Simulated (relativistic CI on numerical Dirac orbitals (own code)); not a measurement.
Method of calculation: Dirac-Coulomb-Breit CI, separate exchange-only KLI orbitals for each configuration, a model potential for QED, unscaled Slater integrals (own radial code, finite nucleus).

The strongest absorption lines from the ground level of an ion, among the configurations computed and to levels below about 618 eV (vacuum wavelength in nm, gf): 2.7117 (0.83), 3.4512 (0.054), 3.7583 (0.26), 3.8260 (0.68), 3.9175 (0.8), 3.9690 (0.34), 4.0065 (0.066), 4.0345 (0.17).

(1) Which ion is it?
A. Ta LIII
B. Tb XLVII
C. Tb XLV
D. Tm XLIX

Answers

(1) C. Tb XLV has 21 electrons and the ground level 3s2.3p6.3d3 4F_3/2; the strongest line goes to 3s2.3p5.3d4 4D°_1/2. The pattern of lines fixes the number of electrons, and along that sequence the line energies rise steadily with the charge (about as its square where n changes within one kind of shell, about linearly where n is kept but much faster in heavy ions where fine structure, which grows about as Z⁴, sets the gap, and irregularly where shells cross), which fixes Z. Configurations outside the model, such as inner-shell arrays, can give stronger lines. At this charge energies of transitions that change n are usually good to better than 1 %, and those within a shell (Δn = 0) to a few per cent.

LS names give the leading component of a level, which can be under half, so a name can repeat, a term be missing and a line seem to break the LS rules.
